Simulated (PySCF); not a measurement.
C5H4F4O2.
Geometry (PBE0-D3(BJ)/def2-SVP, Å), atoms numbered from 1 in this order:
```
atom  x, y, z in Å
F1    -1.2174   -2.1242   -0.9028
C2    -0.9705   -1.1547    0.0443
C3    -2.0818   -0.1664    0.1515
C4    -1.6476    0.9872   -0.3648
O5    -0.3612    0.9732   -0.7968
C6     0.1925   -0.2605   -0.4102
O7     1.0444   -0.0834    0.6941
C8     2.2421    0.5033    0.4922
F9     2.8948   -0.0425   -0.5363
F10    2.9587    0.3337    1.5858
F11    2.1399    1.8050    0.2515
H12   -0.7073   -1.6606    0.9865
H13   -3.0726   -0.3692    0.5512
H14   -2.1629    1.9382   -0.5015
H15    0.7399   -0.6890   -1.2613
```

Level: wB97X-D/def2-SVPD in PySCF, non-relativistic, on one gas-phase PBE0-D3(BJ)/def2-SVP geometry that isn't relaxed in the solvent. The solvent is an IEF-PCM continuum (Bondi radii, 1.10 Å for H, scaled by 1.2), and excitations are vertical TDDFT with non-equilibrium linear response and a frozen core. Only the electrostatic response of the medium enters.

Gas-phase singlets (H = HOMO, L = LUMO):

| state | E (eV) | λ (nm) | f | leading configurations |
| --- | --- | --- | --- | --- |
| S1 | 6.445 | 192 | 0.172 | H→L 96% |
| S2 | 7.414 | 167 | 0.029 | H→L+1 81%, H→L+2 15% |
| S3 | 8.152 | 152 | 0.000 | H-1→L 91% |
| S4 | 8.345 | 149 | 0.010 | H→L+3 84%, H→L+6 10% |
| S5 | 8.449 | 147 | 0.011 | H→L+2 31%, H→L+6 26%, H→L+5 11% |

Q: How does the list change in chloroform (ε = 4.711)?

A: 
| state | E (eV) | λ (nm) | f | leading configurations | change by rank (eV) |
| --- | --- | --- | --- | --- | --- |
| S1 | 6.372 | 195 | 0.220 | H→L 96% | -0.073 |
| S2 | 7.425 | 167 | 0.041 | H→L+1 66%, H→L+2 28% | +0.011 |
| S3 | 8.212 | 151 | 0.000 | H-1→L 90% | +0.060 |
| S4 | 8.385 | 148 | 0.028 | H→L+3 74% | +0.040 |
| S5 | 8.492 | 146 | 0.011 | H→L+5 29%, H→L+2 15%, H→L+4 10% | +0.043 |

Q: The ground-state energy changes by -0.157 eV from gas to chloroform. By how much does the total energy of gas-phase S1 change?

A: E(S1) = E(S0) + excitation energy, so it changes by -0.157 − 0.073 = -0.230 eV: it is lowered more than the ground state, which is what a red shift means. This is the vertical state, with the slow part of the continuum still set for S0.

Q: How do the frontier levels move from gas to chloroform?

A: 
```csv
orbital,gas (eV),solvent (eV),change (eV),"Löwdin shares, gas","Löwdin shares, solvent"
LUMO+2,2.79,2.90,+0.11,"C8 14 %, F9 12 %, F10 9 %, H13 8 %","C3 13 %, C8 11 %, F10 11 %, C4 10 %"
LUMO+1,2.25,2.37,+0.12,"C4 17 %, C3 14 %, O5 9 %, H14 8 %","C8 14 %, C4 12 %, O5 9 %, C3 9 %"
LUMO,1.32,1.54,+0.22,"C4 35 %, C3 23 %, O5 8 %, C2 8 %","C4 35 %, C3 22 %, C2 8 %, O5 8 %"
HOMO,-9.44,-9.25,+0.19,"C3 36 %, O5 25 %, C4 22 %, C2 5 %","C3 36 %, O5 24 %, C4 23 %, C2 5 %"
HOMO-1,-11.93,-11.81,+0.12,"F1 24 %, C2 15 %, O5 14 %, O7 13 %","F1 22 %, C2 16 %, O5 14 %, C6 13 %"
HOMO-2,-12.26,-12.13,+0.13,"F1 30 %, C2 17 %, O7 16 %, H12 10 %","F1 29 %, C2 18 %, O7 15 %, H12 11 %"
HOMO-3,-12.52,-12.41,+0.11,"O7 38 %, F1 16 %, C6 8 %, C2 7 %","O7 39 %, F1 13 %, C6 9 %, O5 7 %"
```

The HOMO–LUMO gap goes from 10.77 to 10.79 eV. Rows go by rank; for LUMO+2 the atom shares or the degeneracy differ between the runs, so the row needn't follow one orbital.

Note: wB97X-D ran without an empirical dispersion term, which enters the total energy and its gradient alone.
